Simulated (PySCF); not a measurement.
# Ta²⁺ (tantalum, charge +2): UHF calculation

Configuration: [Xe] 4f14 5d3, high-spin 4F determinant. Computed with PySCF 2.14 in ANO-RCC-VTZP, with scalar relativity by spin-free X2C-1e.

```
Total energy                        : -15598.733244 hartree
One-electron energy                 : -21377.4306 hartree
Hartree (Coulomb) energy            : 6094.4015 hartree
Exchange energy                     : -315.7041 hartree
⟨S²⟩                                : 3.7565
⟨L²⟩                                : 12.041
Sum of ⟨r⟩                          : 37.88 bohr
Sum of ⟨r²⟩                         : 40.89 bohr²
Langevin diamagnetic susceptibility : -32.4 ×10⁻⁶ cm³/mol
```

| shell | electrons | mean orbital energy (eV) | spread (eV) | rms radius, mean of both spins (bohr) |
| --- | --- | --- | --- | --- |
| 1s β | 1 | -67771.9 | 0 | 0.0211 |
| 1s α | 1 | -67771.8 | 0 | 0.0211 |
| 2s α | 1 | -11795.7 | 0 | 0.0853 |
| 2s β | 1 | -11795.5 | 0 | 0.0853 |
| 2p α | 3 | -10366.3 | 0 | 0.0775 |
| 2p β | 3 | -10366.1 | 0 | 0.0775 |
| 3s β | 1 | -2774.8 | 0 | 0.218 |
| 3s α | 1 | -2774.7 | 0 | 0.218 |
| 3p β | 3 | -2340.0 | 0 | 0.220 |
| 3p α | 3 | -2340.0 | 0 | 0.220 |
| 3d α | 5 | -1815.9 | 0.193 | 0.201 |
| 3d β | 5 | -1815.8 | 0.054 | 0.201 |
| 4s α | 1 | -609.31 | 0 | 0.488 |
| 4s β | 1 | -609.17 | 0 | 0.488 |
| 4p α | 3 | -463.55 | 0 | 0.519 |
| 4p β | 3 | -463.38 | 0 | 0.519 |
| 4d α | 5 | -270.47 | 0.485 | 0.564 |
| 4d β | 5 | -270.14 | 0.188 | 0.564 |
| 5s α | 1 | -103.38 | 0 | 1.19 |
| 5s β | 1 | -100.58 | 0 | 1.19 |
| 5p α | 3 | -65.867 | 0 | 1.38 |
| 5p β | 3 | -61.334 | 0 | 1.38 |
| 4f α | 7 | -55.621 | 0.120 | 0.704 |
| 4f β | 7 | -55.354 | 0.277 | 0.704 |
| 5d α | 3 | -24.127 | 0 | 2.12 |

Spin-orbit coupling, absent here, splits the open shell strongly.

Densities and radii are taken from the X2C orbitals without a picture-change correction, which distorts them close to the nucleus.

Spin-orbit constants ζ (cm⁻¹) from the X2C one-electron operator on these orbitals: bare nucleus, nucleus screened by l(l+1)(2l+1)/3 electrons, and screened by the Breit-Pauli mean field of the electrons.

| shell | bare | screened nucleus | mean field |
| --- | --- | --- | --- |
| 2p | 6466000 | 6289000 | n/a |
| 3p | 1407000 | 1368000 | n/a |
| 3d | 219000 | 189000 | n/a |
| 4p | 318000 | 309300 | n/a |
| 4d | 42520 | 36690 | n/a |
| 4f | 7232 | 4458 | n/a |
| 5p | 40280 | 39180 | n/a |
| 5d | 2534 | 2187 | n/a |

To first order the Landé constant is A = 728.9 cm⁻¹, so the lowest level has J = 3/2 and lies 0.542 eV below the centre of the term. This holds in LS coupling only.
